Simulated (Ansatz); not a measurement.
Molecule: ScF₂ (charge +1, singlet). SMILES: [F][Sc+][F]
Geometry: optimised at B3LYP-D3(BJ)/def2-TZVP (Ansatz, a program for electronic structure).

Quantity: vertical ionisation energy (to the doublet state of charge +2; each state is the SCF solution reached for its spin; the UHF <S^2> is 0.98 for the doublet (pure: 0.75); for the doublet the Hartree-Fock reference is unstable and T1 is 0.051), in eV. Cores are frozen in the correlated levels unless marked. UHF or UKS for open shells. Spin-orbit coupling is left out. The frozen core is the preceding noble-gas configuration, with the filled d and f shells of earlier blocks. Non-relativistic.  The program attaches cautions to a run behind CCSD/def2-TZVPPD: other roots.

```
level              program  vertical ionisation energy (eV)
-----------------  -------  -------------------------------
SVWN5/def2-TZVPD    Ansatz                            20.31
PBE/def2-TZVPD      Ansatz                            19.91
r2SCAN/def2-TZVPD   Ansatz                            19.99
PBE0/def2-TZVPD     Ansatz                            20.20
B2PLYP/def2-TZVPD   Ansatz                            20.57
CCSD/def2-TZVPPD    Ansatz                            20.38
```
